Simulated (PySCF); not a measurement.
PySCF 2.14 output of an unrestricted PBE0 calculation on a single atom or ion in cc-pVDZ, with no relativity, point nucleus:

```
SCF conv_tol = 1e-09
number electrons alpha = 3  beta = 2
    C. Adamo and V. Barone.,  J. Chem. Phys. 110, 6158 (1999)
    M. Ernzerhof and G. E. Scuseria.,  J. Chem. Phys. 110, 5029 (1999)
cycle= 1 E= -52.8906794358356  delta_E= -0.00215  |g|= 0.00891  |ddm|= 0.116
cycle= 2 E= -52.8907152842546  delta_E= -3.58e-05  |g|= 0.00126  |ddm|= 0.0135
cycle= 3 E= -52.8907160123628  delta_E= -7.28e-07  |g|= 7.6e-06  |ddm|= 0.00217
cycle= 4 E= -52.8907160123916  delta_E= -2.89e-11  |g|= 6.72e-07  |ddm|= 4.61e-05
converged SCF energy = -52.8907160123916  <S^2> = 0.75164252  2S+1 = 2.0016418
```

The run itself started from symmetry-adapted Hartree-Fock orbitals and held the occupation by maximum overlap, on a logarithmic radial grid, so the iterations belong to that start.

Task: Which element, charge and spin multiplicity is this?

Result: N²⁺ (nitrogen, charge +2), multiplicity 2; the state was [He] 2s2 2p1, 2P determinant.
